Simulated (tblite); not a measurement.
Compound: C₄H₁₂ClGeN.
SMILES with atom numbers: `[CH3:1][CH:2]([CH3:3])[CH2:4][Ge@H:5]([NH2:6])[Cl:7]` (hydrogens: H8, H9, H10 on C1; H11 on C2; H12, H13, H14 on C3; H15, H16 on C4; H17 on Ge5; H18, H19 on N6)

Computed with GFN2-xTB (tblite), gas phase: L-BFGS steps from a force-field or distance-geometry start until the largest atomic force falls under 0.01 eV/Å.

Step 30: E = -656.6496 eV
```
atom  x, y, z in Å  |  force x, y, z in eV/Å
C1     -0.8368    0.1355   -1.3802   -0.024   0.049   0.023
C2     -0.9183    0.5545    0.0883    0.044  -0.049   0.046
C3     -2.3565    0.4167    0.6191   -0.047   0.003  -0.006
C4      0.0135   -0.2892    0.9588    0.047  -0.031   0.040
Ge5     1.9662   -0.1250    0.6069   -0.135   0.040   0.066
N6      2.5027   -0.4442   -1.0985   -0.062  -0.118  -0.081
Cl7     2.9114   -1.4800    1.9681    0.066  -0.005  -0.006
H8     -1.6791    0.5657   -1.9204    0.062  -0.076  -0.063
H9      0.0827    0.4969   -1.8401   -0.027  -0.075   0.102
H10    -0.8643   -0.9537   -1.4714   -0.078   0.196   0.011
H11    -0.6012    1.6020    0.1645   -0.046  -0.067   0.010
H12    -2.9510   -0.2094   -0.0423    0.034  -0.096   0.073
H13    -2.8665    1.3733    0.7008    0.095   0.073  -0.085
H14    -2.3503   -0.0308    1.6099   -0.090  -0.023  -0.002
H15    -0.2802   -1.3438    0.9179    0.047   0.095  -0.089
H16    -0.0963    0.0160    2.0059   -0.033  -0.010  -0.061
H17     2.5024    1.2679    0.8901    0.029  -0.013   0.003
H18     2.3560   -1.3624   -1.4987   -0.085   0.060   0.090
H19     3.4557   -0.1811   -1.2862    0.203   0.046  -0.072
```

Step 31: E = -656.6608 eV
```
atom  x, y, z in Å  |  force x, y, z in eV/Å
C1     -0.8546    0.1444   -1.3789    0.051   0.001  -0.092
C2     -0.9237    0.5560    0.0873    0.042  -0.012   0.002
C3     -2.3517    0.4106    0.6257   -0.202   0.019   0.019
C4      0.0139   -0.2844    0.9443    0.052  -0.099   0.112
Ge5     1.9583   -0.1164    0.5993    0.141  -0.075   0.080
N6      2.5319   -0.4418   -1.0955    0.065  -0.002  -0.067
Cl7     2.9051   -1.4773    1.9798   -0.016   0.098  -0.099
H8     -1.6768    0.6013   -1.9247    0.018  -0.015  -0.067
H9      0.0816    0.4693   -1.8329   -0.033  -0.044   0.088
H10    -0.9231   -0.9404   -1.4778   -0.060   0.110   0.024
H11    -0.6124    1.6021    0.1641   -0.005   0.032   0.019
H12    -2.9385   -0.2386   -0.0172   -0.020  -0.083  -0.015
H13    -2.8708    1.3651    0.6906    0.079   0.009  -0.074
H14    -2.3445   -0.0281    1.6184   -0.051   0.019   0.093
H15    -0.2761   -1.3377    0.9059    0.028   0.011  -0.117
H16    -0.0948    0.0142    1.9909   -0.024   0.025   0.025
H17     2.5024    1.2705    0.8818    0.024   0.023   0.023
H18     2.3629   -1.3509   -1.5024   -0.092  -0.019   0.046
H19     3.5010   -0.2091   -1.2662    0.003   0.003   0.001
```

Step 32: E = -656.6654 eV
```
atom  x, y, z in Å  |  force x, y, z in eV/Å
C1     -0.8667    0.1504   -1.3804    0.001  -0.021  -0.126
C2     -0.9263    0.5590    0.0860   -0.002  -0.013   0.003
C3     -2.3521    0.4060    0.6307   -0.167  -0.027   0.024
C4      0.0154   -0.2831    0.9357    0.036  -0.073   0.103
Ge5     1.9595   -0.1108    0.5958    0.210  -0.089   0.038
N6      2.5575   -0.4389   -1.0937    0.059  -0.055  -0.069
Cl7     2.8964   -1.4743    1.9841   -0.023   0.118  -0.108
H8     -1.6766    0.6342   -1.9264    0.087  -0.050  -0.035
H9      0.0816    0.4456   -1.8305   -0.056  -0.039   0.079
H10    -0.9715   -0.9332   -1.4791   -0.038   0.158   0.012
H11    -0.6187    1.6056    0.1642    0.006   0.039   0.021
H12    -2.9291   -0.2618   -0.0034   -0.026  -0.052   0.003
H13    -2.8813    1.3553    0.6841    0.072  -0.002  -0.074
H14    -2.3354   -0.0229    1.6289   -0.063   0.053   0.066
H15    -0.2744   -1.3353    0.8939    0.031  -0.022  -0.121
H16    -0.0951    0.0120    1.9823   -0.006   0.025   0.054
H17     2.5021    1.2779    0.8741    0.019   0.016   0.039
H18     2.3674   -1.3439   -1.5055   -0.056   0.054   0.066
H19     3.5374   -0.2328   -1.2483   -0.083  -0.019   0.026
```

**Question.** Estimate the geometry and energy of step 33. (The exact step hangs on the optimiser's Hessian estimate; all steps are aligned on step 32, rigid shifts and turns removed.)

**Answer.** E = -656.6717 eV, largest force 0.243 eV/Å
```
atom  x, y, z in Å  |  force x, y, z in eV/Å
C1     -0.8770    0.1563   -1.3799   -0.030  -0.001  -0.041
C2     -0.9272    0.5622    0.0871   -0.069   0.009   0.005
C3     -2.3539    0.4012    0.6342   -0.028  -0.073   0.028
C4      0.0190   -0.2827    0.9298   -0.003   0.007   0.031
Ge5     1.9632   -0.1046    0.5937    0.232  -0.067  -0.031
N6      2.5783   -0.4362   -1.0940    0.039  -0.011   0.005
Cl7     2.8894   -1.4719    1.9808   -0.004   0.111  -0.082
H8     -1.6717    0.6597   -1.9276    0.064  -0.008  -0.050
H9      0.0799    0.4199   -1.8240    0.020   0.002   0.022
H10    -1.0163   -0.9201   -1.4732   -0.026   0.031  -0.024
H11    -0.6263    1.6108    0.1661    0.027   0.027   0.031
H12    -2.9152   -0.2853    0.0065   -0.068  -0.027   0.013
H13    -2.8878    1.3469    0.6730    0.022   0.000  -0.073
H14    -2.3306   -0.0163    1.6379   -0.078   0.080   0.046
H15    -0.2706   -1.3323    0.8747    0.032  -0.082  -0.096
H16    -0.0981    0.0069    1.9757    0.019   0.011   0.099
H17     2.5010    1.2881    0.8672    0.018   0.002   0.054
H18     2.3671   -1.3370   -1.5027   -0.032   0.025   0.031
H19     3.5670   -0.2567   -1.2328   -0.137  -0.037   0.031
```

The energy changes by -0.0062 eV. The first-order estimate −F·Δx gives -0.0093 eV and the mean of the old and new forces, exact on a quadratic surface, -0.0063 eV. The step makes an angle of 79° with the force vector and moves no atom by more than 0.047 Å.

What follows is the cost of the whole relaxation. Time: 0.76 s of wall time. Hardware: an Arm Neoverse V2 with one thread, no GPU (shared host).
